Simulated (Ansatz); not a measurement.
Reaction (ligand exchange at the Al–C bond): `C[CH2][Al]([NH2])[NH2]` + H–F → `[NH2][Al]([NH2])[F]` + `CC`

Calculated with Ansatz (gas phase, PBE0-D4/def2-TZVP geometries, no zero-point term in ΔE). CCSD(T)/CBS adds triple-zeta CCSD(T) − MP2 to the extrapolated MP2 energy (def2 sets, frozen cores). This one scheme is used for every species. DFT in def2-TZVPP. HSE06 is defined as in plane-wave codes. One conformer a species, not always the lowest.

| level | ΔE (kcal/mol) | difference from CCSD(T)/CBS |
| --- | --- | --- |
| revPBE-D4 | -45.1 | 2.8 |
| HSE06-D4 | -46.3 | 1.6 |
| ωB97X-V | -48.8 | -0.9 |
| B2PLYP | -50.7 | -2.8 |
| r2SCANh | -49.7 | -1.8 |
| HSE06 | -47.5 | 0.4 |
| BHLYP | -52.6 | -4.7 |
| MP2/def2-QZVPP | -48.4 | -0.5 |
| SCS-MP2/def2-QZVPP | -49.8 | -1.9 |
| CCSD/CBS(def2) | -48.9 | -1.0 |
| CCSD(T)/CBS | -47.9 | 0 |

(1) What do rigid-rotor, harmonic-oscillator terms from PBE0-D4/def2-TZVP frequencies (298.15 K, 1 bar) make of the CCSD(T)/CBS value? (Best estimate.)

Largest T1 diagnostic among the species: 0.010.

## Answers

(1) The calculation gave: ΔZPE = +2.0 kcal/mol, ΔH = -46.7 kcal/mol, ΔS = -10 J/(mol·K), ΔG = -46.0 kcal/mol. Modes under 50 cm⁻¹ make the entropy rough.

From BLYP to BHLYP (50 % exact exchange), in def2-TZVPP and without D4, ΔE moves by −1.5 kcal/mol. At CCSD(T), def2-SVP lies −3.0 kcal/mol from the extrapolated value and def2-TZVPP −0.3 kcal/mol. Leaving LDA and LC-ωPBE aside and taking each functional with its dispersion term where it has one, the values spread over 5.5 kcal/mol, from B2PLYP to revPBE-D4. LDA lies +1.8 kcal/mol from PBE without D4.
